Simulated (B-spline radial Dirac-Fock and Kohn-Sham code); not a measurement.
## Subshell cross sections of Re⁷⁺, photon energy 293 eV

System: Re⁷⁺ in the configuration [Xe] 4f14.

These are calculated numbers from a radial atomic solver; the model is independent-particle photoionisation in a Dirac-Hartree-Slater potential with a Latter tail, all multipoles, thresholds from Dirac-Fock ΔSCF. The asymmetry parameter β is from the dipole term alone. Kinetic energies are from the vacuum level.

```
  subshell  electrons  binding (eV)  kinetic (eV)  σ (kb)     β
N6 (4f5/2)          6         151.8         141.2    2320  0.39
N7 (4f7/2)          8         149.4         143.6    3090  0.41
   O1 (5s)          2         192.7         100.3    55.8  1.74
O2 (5p1/2)          2         155.4         137.6    35.0  0.15
O3 (5p3/2)          4         143.0         150.0     119  0.38
```

Branching ratios of the spin-orbit partners (statistical value in brackets): 4f 1.34 (1.33), 5p 3.39 (2.00).

Run: 3.9 s of CPU time on 1 thread of Intel(R) Xeon(R) Platinum 8375C CPU @ 2.90GHz (shared host), peak memory 0.42 GiB.
